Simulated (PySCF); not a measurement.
GaF₂, SMILES [F][Ga][F], multiplicity 2. Geometry optimised at r2SCAN-D4/def2-TZVP. The spin state was assumed, not searched. The isomer is the one that the SMILES or the coordinates give; other isomers of the formula were not compared.

### Question
Give the equilibrium geometry at r2SCAN-D4/def2-TZVP (PySCF confirms it by a frequency run) as a Z-matrix, and its point group. (Estimate from the structure and the level; the computed values follow.)

### Answer
point group C2v.
```
Ga
F 1 1.7558
F 1 1.7558 2 115.65
```
Charge 0, spin multiplicity 2.
